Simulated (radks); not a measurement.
Valence configurations of the dysprosium ion Dy+ (all share [Xe]). Calculated with a radial shooting solver on a logarithmic mesh with Libxc functionals: Dirac Kohn-Sham, PBE, spin-unpolarised, spherical densities, finite nucleus; open shells fill j = l - 1/2 first; Fermi nuclear charge, rms radius 5.2218 fm. Energies are relative to 4f10 6s1; eigenvalues in eV.

| valence | E (eV) | e(4f5/2) | e(4f7/2) | e(5d3/2) | e(6p1/2) | e(6s1/2) |
|---|---|---|---|---|---|---|
| 4f10 6s1 | 0.000 | -9.907 | -9.031 | - | - | -8.839 |
| 4f10.5 6s0.5 | 0.573 | -6.544 | -5.700 | - | - | -8.081 |
| 4f9.5 5d0.5 6s1 | 1.533 | -12.786 | -11.879 | -7.717 | - | -9.188 |
| 4f10 5d1 | 2.008 | -8.197 | -7.323 | -5.904 | - | - |
| 4f10 6p1 | 3.167 | -11.064 | -10.188 | - | -6.317 | - |
| 4f9 6s2 | 3.401 | -18.291 | -17.351 | - | - | -10.437 |
| 4f9 6s1 6p1 | 7.085 | -19.414 | -18.474 | - | -7.316 | -11.031 |
| 4f9 6p2 | 10.829 | -20.498 | -19.557 | - | -7.802 | - |
| 4f8 5d2 6s1 | 13.391 | -22.707 | -21.706 | -9.760 | - | -10.008 |
| 4f8 5d2 6p1 | 17.045 | -23.795 | -22.794 | -10.637 | -6.935 | - |

NIST lists [Xe] 4f10 6s1 as the ground configuration; this level of theory agrees among the configurations tried. The energies are those of spherical spin-averaged densities, not of single terms.
